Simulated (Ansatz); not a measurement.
Ansatz (a quantum-chemistry and plane-wave program) input file for H4O2Ti, SMILES [OH][TiH2][OH], multiplicity 1, B3LYP-D3(BJ)/def2-TZVP. 

Ansatz 0.2 input:
```yaml
crystal:
  periodic: [false, false, false]
  atoms:
    - {symbol: Ti, position_ang: [-0.00000000, 0.00000000, -0.36045526]}
    - {symbol: O, position_ang: [-1.46488558, 0.00000000, 0.52380452]}
    - {symbol: H, position_ang: [-2.23940765, -0.00000000, 1.09271926]}
    - {symbol: O, position_ang: [1.46488558, 0.00000000, 0.52380452]}
    - {symbol: H, position_ang: [2.23940765, -0.00000000, 1.09271926]}
    - {symbol: H, position_ang: [-0.00000000, -1.33237970, -1.31814760]}
    - {symbol: H, position_ang: [0.00000000, 1.33237970, -1.31814760]}
basis:
  gaussian:
    orbitals: def2-TZVP
hamiltonian:
  xc: b3lyp
  dispersion: d3bj
relax: {f_tol: 0.002, max_steps: 200}
```

Output:

```
WARN ansatz: RAYON_NUM_THREADS=1 ignored (pool sized by the plan → 1); use --threads N
Functional definition: B3LYP
integrals: 0.05 GiB planned
941 factors; their error is unknown
mean field: 0.47 GiB planned
mean field evaluation 1: about -27267.7679 eV, gradient 8.3e1 eV
mean field evaluation 2: about -27183.2243 eV, gradient 2.5e2 eV
mean field evaluation 4: about -27277.1279 eV, gradient 2.7e1 eV
mean field evaluation 8: about -27278.5557 eV, gradient 1.3e-1 eV
mean field evaluation 16: about -27278.6586 eV, gradient 5.3e-4 eV
mean field -27278.65864454 eV, -1002.4722150479 hartree, gradient 1.9e-5 eV, S^2 0.000000; 0 other end points of the search recorded, 0 dependent functions left out
the calculation of the forces begins
reference -27278.65891123 eV, -1002.4722248486 hartree; 21, 21 occupied and 110, 110 virtual orbitals, 941 factors
relax step   1: F+E_penalty+E_count = -27278.84026957 eV  Δ(F+E_penalty+E_count) = +0.000e0 eV  max|allowed force component| = 2.131e0 eV/Å  Δτ_max = 0.0000 Å  (32 SCF iters, accepted)
these checks for a lower state are left out or cut short: starts, cluster_reference, orbital_swaps, neighbouring_geometries, increment
integrals: 0.05 GiB planned
941 factors; their error is unknown
mean field: 0.47 GiB planned
mean field -27278.81484410 eV, -1002.4779552760 hartree, gradient 1.8e-5 eV, S^2 0.000000; 0 other end points of the search recorded, 0 dependent functions left out
the calculation of the forces begins
reference -27278.81511010 eV, -1002.4779650512 hartree; 21, 21 occupied and 110, 110 virtual orbitals, 941 factors
relax step   2: F+E_penalty+E_count = -27278.99403595 eV  Δ(F+E_penalty+E_count) = -1.538e-1 eV  max|allowed force component| = 7.079e-1 eV/Å  Δτ_max = 0.0729 Å  (36 SCF iters, accepted)
these checks for a lower state are left out or cut short: starts, cluster_reference, orbital_swaps, neighbouring_geometries, increment
integrals: 0.05 GiB planned
941 factors; their error is unknown
mean field: 0.46 GiB planned
mean field evaluation 32: about -27278.8327 eV, gradient 3.0e-3 eV
mean field -27278.83273620 eV, -1002.4786127985 hartree, gradient 1.9e-5 eV, S^2 0.000000; 0 other end points of the search recorded, 0 dependent functions left out
the calculation of the forces begins
reference -27278.83300125 eV, -1002.4786225389 hartree; 21, 21 occupied and 110, 110 virtual orbitals, 941 factors
relax step   3: F+E_penalty+E_count = -27279.01122724 eV  Δ(F+E_penalty+E_count) = -1.719e-2 eV  max|allowed force component| = 1.803e-1 eV/Å  Δτ_max = 0.0225 Å  (36 SCF iters, accepted)
these checks for a lower state are left out or cut short: starts, cluster_reference, orbital_swaps, neighbouring_geometries, increment
integrals: 0.05 GiB planned
941 factors; their error is unknown
mean field: 0.46 GiB planned
mean field -27278.84211675 eV, -1002.4789575272 hartree, gradient 9.5e-6 eV, S^2 0.000000; 0 other end points of the search recorded, 0 dependent functions left out
the calculation of the forces begins
reference -27278.84238170 eV, -1002.4789672642 hartree; 21, 21 occupied and 110, 110 virtual orbitals, 941 factors
relax step   4: F+E_penalty+E_count = -27279.02028934 eV  Δ(F+E_penalty+E_count) = -9.062e-3 eV  max|allowed force component| = 1.119e-1 eV/Å  Δτ_max = 0.0441 Å  (36 SCF iters, accepted)
these checks for a lower state are left out or cut short: starts, cluster_reference, orbital_swaps, neighbouring_geometries, increment
integrals: 0.05 GiB planned
941 factors; their error is unknown
mean field: 0.46 GiB planned
mean field -27278.84750223 eV, -1002.4791554401 hartree, gradient 2.2e-5 eV, S^2 0.000000; 0 other end points of the search recorded, 0 dependent functions left out
the calculation of the forces begins
reference -27278.84776698 eV, -1002.4791651692 hartree; 21, 21 occupied and 110, 110 virtual orbitals, 941 factors
relax step   5: F+E_penalty+E_count = -27279.02575424 eV  Δ(F+E_penalty+E_count) = -5.465e-3 eV  max|allowed force component| = 7.962e-2 eV/Å  Δτ_max = 0.0444 Å  (35 SCF iters, accepted)
these checks for a lower state are left out or cut short: starts, cluster_reference, orbital_swaps, neighbouring_geometries, increment
integrals: 0.05 GiB planned
941 factors; their error is unknown
mean field: 0.47 GiB planned
mean field -27278.84975964 eV, -1002.4792383982 hartree, gradient 9.7e-6 eV, S^2 0.000000; 0 other end points of the search recorded, 0 dependent functions left out
the calculation of the forces begins
reference -27278.85002497 eV, -1002.4792481491 hartree; 21, 21 occupied and 110, 110 virtual orbitals, 941 factors
relax step   6: F+E_penalty+E_count = -27279.02835973 eV  Δ(F+E_penalty+E_count) = -2.605e-3 eV  max|allowed force component| = 3.973e-1 eV/Å  Δτ_max = 0.1190 Å  (35 SCF iters, accepted)
these checks for a lower state are left out or cut short: starts, cluster_reference, orbital_swaps, neighbouring_geometries, increment
integrals: 0.05 GiB planned
941 factors; their error is unknown
mean field: 0.46 GiB planned
mean field evaluation 64: about -27278.8567 eV, gradient 2.8e-3 eV
mean field -27278.85665724 eV, -1002.4794918803 hartree, gradient 2.6e-5 eV, S^2 0.000000; 0 other end points of the search recorded, 0 dependent functions left out
the calculation of the forces begins
reference -27278.85692216 eV, -1002.4795016160 hartree; 21, 21 occupied and 110, 110 virtual orbitals, 941 factors
relax step   7: F+E_penalty+E_count = -27279.03594614 eV  Δ(F+E_penalty+E_count) = -7.586e-3 eV  max|allowed force component| = 5.716e-2 eV/Å  Δτ_max = 0.0736 Å  (35 SCF iters, accepted)
these checks for a lower state are left out or cut short: starts, cluster_reference, orbital_swaps, neighbouring_geometries, increment
integrals: 0.05 GiB planned
941 factors; their error is unknown
mean field: 0.46 GiB planned
mean field -27278.85685891 eV, -1002.4794992915 hartree, gradient 2.5e-5 eV, S^2 0.000000; 0 other end points of the search recorded, 0 dependent functions left out
the calculation of the forces begins
reference -27278.85712388 eV, -1002.4795090290 hartree; 21, 21 occupied and 110, 110 virtual orbitals, 941 factors
relax step   8: F+E_penalty+E_count = -27279.03608686 eV  Δ(F+E_penalty+E_count) = -1.407e-4 eV  max|allowed force component| = 4.467e-3 eV/Å  Δτ_max = 0.0026 Å  (37 SCF iters, accepted)
these checks for a lower state are left out or cut short: starts, cluster_reference, orbital_swaps, neighbouring_geometries, increment
integrals: 0.05 GiB planned
941 factors; their error is unknown
mean field: 0.46 GiB planned
mean field -27278.85686607 eV, -1002.4794995547 hartree, gradient 1.6e-5 eV, S^2 0.000000; 0 other end points of the search recorded, 0 dependent functions left out
the calculation of the forces begins
reference -27278.85713105 eV, -1002.4795092925 hartree; 21, 21 occupied and 110, 110 virtual orbitals, 941 factors
relax step   9: F+E_penalty+E_count = -27279.03608928 eV  Δ(F+E_penalty+E_count) = -2.419e-6 eV  max|allowed force component| = 2.175e-3 eV/Å  Δτ_max = 0.0017 Å  (28 SCF iters, accepted)
these checks for a lower state are left out or cut short: starts, cluster_reference, orbital_swaps, neighbouring_geometries, increment
integrals: 0.05 GiB planned
941 factors; their error is unknown
mean field: 0.47 GiB planned
mean field -27278.85686653 eV, -1002.4794995717 hartree, gradient 3.6e-5 eV, S^2 0.000000; 0 other end points of the search recorded, 0 dependent functions left out
the calculation of the forces begins
reference -27278.85713151 eV, -1002.4795093095 hartree; 21, 21 occupied and 110, 110 virtual orbitals, 941 factors
relax step  10: F+E_penalty+E_count = -27279.03608980 eV  Δ(F+E_penalty+E_count) = -5.260e-7 eV  max|allowed force component| = 2.932e-4 eV/Å  Δτ_max = 0.0005 Å  (24 SCF iters, accepted)
integrals: 0.05 GiB planned
941 factors; their error is unknown
mean field: 0.47 GiB planned
mean field evaluation 96: about -27278.7551 eV, gradient 1.3e-1 eV
mean field -27278.85686653 eV, -1002.4794995717 hartree, gradient 3.6e-5 eV, S^2 0.000000; 1 other end points of the search recorded, 0 dependent functions left out
the calculation of the forces begins
reference -27278.85713151 eV, -1002.4795093095 hartree; 21, 21 occupied and 110, 110 virtual orbitals, 941 factors
Total energy: -27279.03635478 eV, -1002.4860956433 hartree
Atom 0 at     0.000000    -0.000000    -0.406663 Å, force    -0.000000     0.000000    -0.000293 eV/Å
Atom 1 at    -1.534207    -0.000000     0.479746 Å, force    -0.000160    -0.000000     0.000112 eV/Å
Atom 2 at    -2.116720     0.000000     1.239512 Å, force     0.000050     0.000000    -0.000016 eV/Å
Atom 3 at     1.534207    -0.000000     0.479746 Å, force     0.000160     0.000000     0.000112 eV/Å
Atom 4 at     2.116720     0.000000     1.239512 Å, force    -0.000050    -0.000000    -0.000016 eV/Å
Atom 5 at    -0.000000    -1.381192    -1.397778 Å, force    -0.000000     0.000072     0.000051 eV/Å
Atom 6 at    -0.000000     1.381192    -1.397778 Å, force    -0.000000    -0.000072     0.000051 eV/Å
Dipole moment:    -0.000000     0.000000     0.701368 e Å
```

Self-consistency was reached.

Cost: roughly 50 core-seconds.
